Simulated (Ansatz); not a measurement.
Computed with Ansatz on PBE0-D4/def2-TZVP structures; ΔE is electronic, products minus reactants. CCSD(T)/CBS is the MP2 limit (def2-TZVPP, def2-QZVPP) plus CCSD(T) − MP2 in def2-TZVPP, frozen cores. This one scheme is used for every species. Functionals use def2-TZVPP. B3LYP here is the variant with VWN-RPA as its local correlation; programs differ in this. HSE06 is defined as in plane-wave codes. For Se outer-core shells are correlated without core-valence functions, which leaves a few kJ/mol of doubt a bond. Scalar relativity is left out up to krypton. Each species was taken in one conformer, which may not be the lowest.

Reaction (formal exchange of groups at a C–Se bond): `OC#C[SeH]` + CH₃OH → `OC#CCO` + H₂Se

```tsv
level	ΔE (kcal/mol)	difference from CCSD(T)/CBS
LDA (SPW92)	-7.1	-2.0
PBE-D4	-4.6	0.5
BLYP-D4	-4.3	0.8
r2SCAN-D4	-5.2	-0.1
B97M-V	-5.0	0.1
B3LYP-D4	-4.8	0.3
r2SCANh-D4	-5.3	-0.2
r2SCAN0-D4	-5.5	-0.4
HSE06-D4	-5.1	0.0
BHLYP-D4	-5.2	-0.1
CAM-B3LYP-D4	-5.8	-0.7
ωB97X-V	-5.3	-0.2
ωB97M-V	-5.6	-0.5
B2PLYP	-4.5	0.6
PBE-QIDH	-4.8	0.3
PBE	-4.7	0.4
revPBE	-4.0	1.1
BLYP	-4.4	0.7
r2SCAN	-5.1	0.0
PBE0	-5.2	-0.1
r2SCANh	-5.3	-0.2
r2SCAN0	-5.5	-0.4
HSE06	-5.1	0.0
BHLYP	-5.6	-0.5
CAM-B3LYP	-5.8	-0.7
LC-ωPBE	-5.3	-0.2
RPA@PBE/def2-TZVPP	-4.0	1.1
HF/def2-SVP	-7.7	-2.6
MP2/def2-SVP	-6.8	-1.7
HF/def2-TZVPP	-5.9	-0.8
MP2/def2-TZVPP	-3.7	1.4
SCS-MP2/def2-TZVPP	-3.6	1.5
CCSD/def2-TZVPP	-5.0	0.1
CCSD(T)/def2-TZVPP	-4.7	0.4
HF/def2-QZVPP	-5.8	-0.7
MP2/def2-QZVPP	-3.9	1.2
SCS-MP2/def2-QZVPP	-3.8	1.3
HF/CBS(def2)	-5.8	-0.7
MP2/CBS(def2)	-4.1	1.0
CCSD/CBS(def2)	-5.4	-0.3
CCSD(T)/CBS	-5.1	0
```

Largest T1 diagnostic among the species: 0.012.

At CCSD(T), def2-SVP lies −2.4 kcal/mol from the extrapolated value and def2-TZVPP +0.4 kcal/mol. In def2-TZVPP, CCSD(T) changes the Hartree–Fock value by +1.3 kcal/mol (the triples alone add +0.3 kcal/mol) and MP2 by +2.2 kcal/mol. From BLYP to BHLYP (50 % exact exchange), in def2-TZVPP and without D4, ΔE moves by −1.1 kcal/mol.
